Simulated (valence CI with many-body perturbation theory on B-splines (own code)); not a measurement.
Values are calculated unless marked as measured or tabulated.
# Sensitivity of CI+MBPT for Fe²¹⁺

Level of theory: relativistic CI+MBPT: three valence electrons over a frozen Dirac-Fock core [He], a basis of 6 s, 6 p, 5 d, 3 f, 1 g functions for each j, with the one-electron correlation potential Σ1, the two-electron term Σ2, the three-electron term Σ3, Breit, model QED; selected CI, second order for the rest, scaled by the run's own slope (own B-spline code, finite nucleus).

No measured spectrum was set against this ion. As an estimate, levels of excited configurations hold to 0.05 to 0.15 % of their energy, terms of the ground configuration to about 0.5 %.

The reference run has the lowest level 2s2 2p 2P°_1/2 and an ionisation energy of 1798.71 eV. Its largest variational space holds 4313 state functions.

Names give the largest LS component (configuration and term), which can be under half, so a name can repeat, a term be missing and a line seem to break the LS rules; names also repeat where a configuration has a term twice.

Changed runs:
A. logarithmic knot step 0.27 → 0.4
B. size limit of the variational space 10000 → 3000
C. size limit of the variational space 10000 → 3000; second order for the rest on → off
D. factor on the speed of light 1 → 1.1 (bad on purpose)

Excitation energies of the reference run in cm⁻¹, and shifts in cm⁻¹:

| Level | Reference | A | B | C | D |
| --- | --- | --- | --- | --- | --- |
| 2s2 2p 2P°_3/2 | 118231 | -1.7 | 0 | +0.2 | -20897 |
| 2s 2p2 4P_1/2 | 404137 | -25 | 0 | -0.2 | -13465 |
| 2s 2p2 4P_3/2 | 459710 | -26 | 0 | -0.1 | -25318 |
| 2s 2p2 4P_5/2 | 512847 | -27 | 0 | -0.1 | -32921 |
| 2s 2p2 2D_3/2 | 736627 | -28 | +0.1 | +0.9 | -27971 |
| 2s 2p2 2D_5/2 | 759475 | -29 | +0.1 | +0.7 | -35418 |
| 2s 2p2 2P_1/2 | 854237 | -27 | +0.1 | +0.8 | -18739 |
| 2s 2p2 2S_1/2 | 978969 | -29 | +0.1 | +0.5 | -40920 |
| 2s 2p2 2P_3/2 | 992829 | -30 | +0.1 | +2.4 | -40250 |
| 2p3 4S°_3/2 | 1255520 | -47 | +0.1 | +0.2 | -41362 |
| 2p3 2D°_3/2 | 1396150 | -48 | +0.2 | +1.5 | -41278 |
| 2p3 2D°_5/2 | 1426440 | -49 | +0.1 | +1.2 | -48521 |
| Ionisation energy (eV) | 1798.71 | -0.00046 | 0 | -4e-05 | -2.92 |
